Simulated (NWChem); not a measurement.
Molecule: BF

All runs: NWChem. Each level has its own optimisation; frequencies are unscaled.

**Question.** Order these by “dipole (D)”, lowest first: PBE/aug-cc-pVDZ; PBE/cc-pVDZ; PBE/aug-cc-pVTZ.

**Answer.** PBE/aug-cc-pVDZ (0.90), PBE/aug-cc-pVTZ (1.01), PBE/cc-pVDZ (1.09)
